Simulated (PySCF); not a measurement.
HI2Si, SMILES I[SiH]I (connectivity only; charge and spin as stated), charge +1, multiplicity 1. Geometry: B3LYP-D3(BJ)/def2-SVP. The spin state was assumed, not searched. The isomer is the one that the SMILES or the coordinates give; other isomers of the formula were not compared. The def2 effective core potentials stand for the cores of I; spin–orbit coupling is left out.

All values below come from B3LYP-D3(BJ)/def2-SVP in PySCF.

Harmonic wavenumbers (cm⁻¹): 96, 337, 434, 497, 751, 2282. Rotational constants (GHz): 13.43, 0.4657, 0.4501; symmetry number 2.

### Question
Work out the zero-point energy and the ideal-gas rigid-rotor harmonic-oscillator thermochemistry at 298.15 K and 1 atm.

### Answer
ZPE = ½ Σ hcν = ½ × 4397 cm⁻¹ = 26.30 kJ/mol. H − E(el) = 40.72 kJ/mol. Entropy in J/(mol K): translation 179.15, rotation 116.10, vibration 27.29, total 322.53. G − E(el) = -55.44 kJ/mol. Cp = 62.31 J/(mol K). Modes under 150 cm⁻¹ make the vibrational entropy uncertain.
